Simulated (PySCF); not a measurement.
H$_{3}$BN (SMILES B=[NH2+]), charge +1, singlet, at a GFN2-xTB geometry. Base run: CCSD(T)/6-31G in PySCF.

The PySCF input:
```python
from pyscf import gto, scf, cc

mol = gto.M(
    atom='''
B     0.72191147   -0.07271956    0.28604142
N    -0.47574358    0.04792259   -0.18850285
H     1.78645177   -0.17995280    0.70784191
H    -0.95409398    0.93158201   -0.39777808
H    -1.11171008   -0.72348951   -0.42075099
''',
    basis='6-31g',
    charge=1,
    verbose=5,
)

mf = scf.RHF(mol)
mf.kernel()

mycc = cc.CCSD(mf)
mycc.kernel()
et = mycc.ccsd_t()
print('E(CCSD(T)) = %.10f' % (mycc.e_tot + et))
```

The base run was repeated with changes; each row names its change, and settings that it needs were set with it.

```csv
change,ΔE vs base (mEh),MP2 correlation (Eh),CC correlation without the perturbative part (Eh),basis functions
base,0.000,-0.15170,-0.16885,24
cc.diis_space = 10,0.000,-0.15170,-0.16885,24
cc.level_shift = 0.2,0.000,-0.15170,-0.16885,24
cc.iterative_damping = 0.8,0.000,-0.15170,-0.16885,24
cc.direct = True,0.000,-0.15170,-0.16885,24
cart = on,0.000,-0.15170,-0.16885,24
frozen = 2,2.317,-0.14927,-0.16658,24
cc.conv_tol = 1e-9,0.000,-0.15170,-0.16885,24
method = ccsd,3.926,-0.15170,-0.16885,24
density fitting = JK and correlation,0.013,-0.15167,-0.16885,24
```
